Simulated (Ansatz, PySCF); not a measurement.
Ansatz (an electronic-structure program) was given this input:
Ansatz 0.2 input:
```yaml
crystal:
  periodic: [false, false, false]
  atoms:
    - {symbol: Sb, position_ang: [-0.00000000, 0.00000000, -0.00000000]}
    - {symbol: Cl, position_ang: [1.96949773, -0.36395964, -1.23270781]}
    - {symbol: Cl, position_ang: [1.00843566, -1.01938883, 1.91215478]}
    - {symbol: Cl, position_ang: [-1.00843566, 1.01938883, -1.91215478]}
    - {symbol: Cl, position_ang: [-1.69224415, -1.63303023, 0.02187406]}
    - {symbol: Cl, position_ang: [-0.27725357, 1.99698987, 1.21083376]}
basis:
  gaussian:
    orbitals: STO-3G
hamiltonian:
  xc: hf
accuracy: high
```

### Question
Write the same job for PySCF.

### Answer
One answer among several that fit: 
```python
from pyscf import gto, scf

mol = gto.M(
    atom='''
Sb   -0.00000000    0.00000000   -0.00000000
Cl    1.96949773   -0.36395964   -1.23270781
Cl    1.00843566   -1.01938883    1.91215478
Cl   -1.00843566    1.01938883   -1.91215478
Cl   -1.69224415   -1.63303023    0.02187406
Cl   -0.27725357    1.99698987    1.21083376
''',
    basis='sto-3g',
    verbose=4,
)

mf = scf.RHF(mol)
mf.kernel()
```

Both were run: Ansatz gave -8524.433683 Eh and PySCF -8524.433683 Eh, 0.000 mEh apart.
